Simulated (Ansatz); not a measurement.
One change: `[CH3][In]([OH])[OH]` becomes `[CH3][Ga]([OH])[OH]`.

Ansatz, PBE0-D4/def2-TZVP geometries, multiplicity 1. Each molecule was computed in one conformer, which needn't be the lowest.

Elements past krypton have def2 core potentials. Scalar relativity is left out up to krypton.

```tsv
property	`[CH3][In]([OH])[OH]`
LUMO energy (ωB97M-V/def2-TZVPP) / eV	0.74
HOMO–LUMO gap (PBE/def2-TZVPP) / eV	4.57
size of the dipole moment (ωB97M-V/def2-TZVPP) / D	3.04
size of the dipole moment (B3LYP/def2-TZVPP) / D	3.03
LUMO energy (B3LYP/def2-TZVPP) / eV	-1.30
HOMO energy (PBE0/def2-TZVPP) / eV	-8.04
```

(1) Give the same properties after the change, and the shifts. (Best estimate.)

## Answers

(1) The calculation gave: 
```
                                          property  `[CH3][Ga]([OH])[OH]`  shift
             LUMO energy (ωB97M-V/def2-TZVPP) / eV                   1.39   0.65
               HOMO–LUMO gap (PBE/def2-TZVPP) / eV                   5.72   1.15
size of the dipole moment (ωB97M-V/def2-TZVPP) / D                   0.56  -2.48
  size of the dipole moment (B3LYP/def2-TZVPP) / D                   0.52  -2.51
               LUMO energy (B3LYP/def2-TZVPP) / eV                  -0.60   0.70
                HOMO energy (PBE0/def2-TZVPP) / eV                  -8.53  -0.49
```

With PBE0 the HOMO falls by 0.49 eV and the LUMO rises by 0.72 eV, so the gap widens by about 1.21 eV. PBE moves the HOMO by -0.43 eV and ωB97M-V by -0.51 eV. Dipoles are sizes alone; their direction can turn.

B3LYP here is the variant with VWN-RPA as its local correlation; programs differ in this.
